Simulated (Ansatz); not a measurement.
Calculated with Ansatz (gas phase, PBE0-D4/def2-TZVP geometries, no zero-point term in ΔE). CCSD(T)/CBS adds triple-zeta CCSD(T) − MP2 to the extrapolated MP2 energy (def2 sets, frozen cores). This one scheme is used for every species. DFT in def2-TZVPP. B3LYP here is the variant with VWN-RPA as its local correlation; programs differ in this. HSE06 is defined as in plane-wave codes. For Se outer-core shells are correlated without core-valence functions, which leaves a few kJ/mol of doubt a bond. Scalar relativity is left out up to krypton. One conformer a species, not always the lowest.

Consider the cleavage of the Si–B bond: `B[Si](F)(F)F` + H₂Se → `F[Si](F)(F)[SeH]` + BH₃.

```
             level  ΔE (kJ/mol)  difference from CCSD(T)/CBS
       LDA (SPW92)        -64.6                         10.5
            PBE-D4        -67.3                          7.8
         revPBE-D4        -69.4                          5.7
           BLYP-D4        -68.5                          6.6
         r2SCAN-D4        -75.1                          0.0
            B97M-V        -69.4                          5.7
           PBE0-D4        -71.0                          4.1
          B3LYP-D4        -71.2                          3.9
        r2SCANh-D4        -75.8                         -0.7
        r2SCAN0-D4        -76.7                         -1.6
          HSE06-D4        -71.1                          4.0
          BHLYP-D4        -75.5                         -0.4
      CAM-B3LYP-D4        -69.1                          6.0
           ωB97M-V        -75.6                         -0.5
            B2PLYP        -72.1                          3.0
          PBE-QIDH        -75.7                         -0.6
               PBE        -64.5                         10.6
            revPBE        -63.9                         11.2
              BLYP        -62.7                         12.4
            r2SCAN        -74.6                          0.5
              PBE0        -68.6                          6.5
           r2SCANh        -75.3                         -0.2
             HSE06        -68.8                          6.3
             BHLYP        -70.3                          4.8
         CAM-B3LYP        -66.5                          8.6
           LC-ωPBE        -67.3                          7.8
RPA@PBE/def2-TZVPP        -68.3                          6.8
       HF/def2-SVP        -61.5                         13.6
      MP2/def2-SVP        -69.1                          6.0
     CCSD/def2-SVP        -58.4                         16.7
  CCSD(T)/def2-SVP        -59.2                         15.9
    MP2/def2-TZVPP        -81.5                         -6.4
SCS-MP2/def2-TZVPP        -77.1                         -2.0
   CCSD/def2-TZVPP        -69.7                          5.4
CCSD(T)/def2-TZVPP        -71.0                          4.1
     HF/def2-QZVPP        -72.9                          2.2
SCS-MP2/def2-QZVPP        -79.2                         -4.1
      HF/CBS(def2)        -72.9                          2.2
     MP2/CBS(def2)        -85.7                        -10.6
    CCSD/CBS(def2)        -73.8                          1.3
       CCSD(T)/CBS        -75.1                            0
```

Largest T1 diagnostic among the species: 0.012.

From PBE to PBE0 (25 % exact exchange), in def2-TZVPP and without D4, ΔE moves by −4.0 kJ/mol. Leaving LDA and LC-ωPBE aside and taking each functional with its dispersion term where it has one, the values spread over 9.4 kJ/mol, from r2SCAN0-D4 to PBE-D4. At CCSD(T), def2-SVP lies +15.9 kJ/mol from the extrapolated value and def2-TZVPP +4.1 kJ/mol.
